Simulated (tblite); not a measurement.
Compound: C12H8.
SMILES: `C#Cc1cccc2c1C=CC2=C`

Method: GFN2-xTB as coded in tblite; computed harmonic values from a numerical Hessian at the method's own geometry, unscaled. Against measured fundamentals such values can be off by several per cent, at times by over 20.

Harmonic wavenumbers (cm⁻¹): 77.5, 107.1, 145.5, 185.6, 250.0, 282.4, 320.9, 375.1, 431.7, 490.4, 492.7, 506.6, 544.7, 616.0, 635.0, 636.3, 675.8, 680.2, 708.8, 732.9, 800.2, 829.5, 849.3, 870.4, 887.4, 893.7, 919.0, 933.1, 935.7, 1072.5, 1094.8, 1135.2, 1188.4, 1203.7, 1238.2, 1264.0, 1292.7, 1370.9, 1399.3, 1410.0, 1462.2, 1563.5, 1577.4, 1598.9, 1676.7, 2252.7, 3074.5, 3082.9, 3091.5, 3103.1, 3127.4, 3130.9, 3142.1, 3393.3.

A = 1760, B = 831.1, C = 564.5 MHz; mass 152.063 u (most abundant isotopes); point group Cs, symmetry number 1.

Question: What is the zero-point energy?

Answer: Half the sum of the wavenumbers: 32880 cm⁻¹ = 393.33 kJ/mol.

Question: Entropy at 298.15 K, 1 bar (ideal gas, RRHO, classical rotation)?

Answer: Translation 171.52, rotation 126.96, vibration 107.06: S = 405.5 J/(mol K).

Question: And Cp and H(298.15 K) − H(0)?

Answer: Cp = 175.60 J/(mol K), of which vibrations give 142.34 (their classical limit is 54 R = 449.0); H(298.15 K) − H(0) = 28.70 kJ/mol without the zero-point energy, 18.78 from vibrations.

Question: Blend soft modes into free rotors: weight 1/[1 + (100 cm⁻¹/ν̃)⁴] for the oscillator and the rest for a rotor with moment μB/(μ + B), μ = h/(8π²ν), B = 10⁻⁴⁴ kg m². What vibrational entropy results?

Answer: 103.40 J/(mol K) in place of 107.06, which changes −T·S at 298.15 K by +1.09 kJ/mol.

Question: Which modes carry the vibrational entropy at 298.15 K?

Answer: 77.5 cm⁻¹: 16.54; 107.1 cm⁻¹: 13.89; 145.5 cm⁻¹: 11.42; 185.6 cm⁻¹: 9.50; 250.0 cm⁻¹: 7.24; 282.4 cm⁻¹: 6.36 J/(mol K); the other 48 give 42.10 together.

Hindered rotation and anharmonicity are outside this model.

Hardware: an Arm Neoverse V1 with one thread, no GPU, on a shared host. The figure is for the frequency step alone.
